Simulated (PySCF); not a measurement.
# Ionisation energy of Pd by level of theory

Pd [Kr] 4d10 (1S) → Pd⁺ [Kr] 4d9 (2D), as a difference of total energies. Calculation: PySCF 2.14, in aug-cc-pVTZ-PP with one added diffuse shell each of s, p, d, f, g type with ECP28MDF (7s7p6d4f3g, 113 functions); scalar relativity through the core potential. Correlated levels: valence: 4s2 4p6 frozen. The calculations carry no spin-orbit coupling.

```
           method  ionisation energy (eV)
              UHF                   6.236
              LDA                   9.235
              PBE                   8.784
             PBE0                   8.385
           r2SCAN                   8.420
            B3LYP                   8.610
            TPSSh                   8.327
           revPBE                   8.662
    MP2 (valence)                   8.691
SCS-MP2 (valence)                   8.453
```

Errors of the correlated levels include the incompleteness of this basis and the frozen core.

Q: Which method comes closest to the reference value, and which is furthest?

A: The reference is 8.512 eV (measured; NIST levels, between the centres of gravity of the two terms). Closest: SCS-MP2 (valence) (error -0.059 eV); furthest: UHF (error -2.276 eV).
